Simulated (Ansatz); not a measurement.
`N[SiH2]CF` → `[CH]F` + `N[SiH3]` at 400 K and 1 bar (formal loss of a carbene).

Program: Ansatz. Geometries: PBE0-D4/def2-TZVP. ΔE: electronic, gas phase. CCSD(T)/CBS adds triple-zeta CCSD(T) − MP2 to the extrapolated MP2 energy (def2 sets, frozen cores). This one scheme is used for every species. One conformer a species, not always the lowest.

```
    species  CCSD(T)/CBS energy (Eh)  H − E (kJ/mol)  S (J/(mol·K))
`N[SiH2]CF`               -485.25003           221.1          357.8
    `[CH]F`               -138.29972            46.3          233.5
  `N[SiH3]`               -346.80422           153.0          285.3
```

H − E and S are ideal-gas, rigid-rotor, harmonic terms from PBE0-D4/def2-TZVP, for one conformer and one mirror image of each species. 1 Eh = 2625.50 kJ/mol, R = 8.31446 J/(mol·K).

Q: By hand: ΔE, ΔH, ΔS and ΔG.

A: ΔE = (-138.29972) + (-346.80422) − (-485.25003) = 0.14609 Eh = 383.6 kJ/mol. Δ(H − E) = 46.3 + 153.0 − 221.1 = -21.8, so ΔH = 361.8 kJ/mol. ΔS = 233.5 + 285.3 − 357.8 = 161.0 J/(mol·K). ΔG = 361.8 − 400 × (161.0)/1000 = 297.4 kJ/mol.

Q: By hand: the equilibrium constant, and the temperature at which ΔG would vanish if ΔH and ΔS stayed fixed.

A: log₁₀ K = −ΔG/(RT ln 10) = -38.8. ΔG = 0 at ΔH/ΔS = 2247 K.

The number of gas molecules changes by +1, which sets the sign of ΔS. A doubt of 5 kJ/mol in ΔE shifts log₁₀ K by 0.7 here. Other conformers and mirror images would add mixing entropy, several J/(mol·K) or more a flexible species. These are equilibria of isolated gas molecules and say nothing of rates. Largest T1 diagnostic: 0.018 (customary marks: 0.02 for closed shells, 0.045 for open ones).
